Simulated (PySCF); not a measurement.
B3LYP has the VWN-RPA correlation part, as in Gaussian. Excitations are Tamm–Dancoff values on a coarser integration grid. The basis has no diffuse functions, so Rydberg states are missing or too high.

Cartesian coordinates (Å):
```xyz
10

B      0.3529     1.6036     0.0479
C      0.2749     0.2161    -0.0372
C     -1.1296    -0.3435     0.0269
N      1.2673    -0.7694    -0.2536
H      0.3225     2.7726     0.0371
H     -1.3503    -0.9047    -0.8859
H     -1.8851     0.4366     0.1402
H     -1.2337    -1.0217     0.8818
H      2.2124    -0.4199    -0.1826
H      1.1597    -1.5634     0.3678
```
Charge 0, spin multiplicity 1.

Question: Predict the S1–T1 gap (TDA), brightest of the four lowest singlets (TDA) and LUMO from B3LYP-D3(BJ)/def2-TZVP run with PySCF.

Answer: 
```
Property                                       Result
-------------------------------------------  --------
S1–T1 gap (TDA)                               0.47 eV
brightest of the four lowest singlets (TDA)   5.69 eV
LUMO                                         -1.58 eV
```
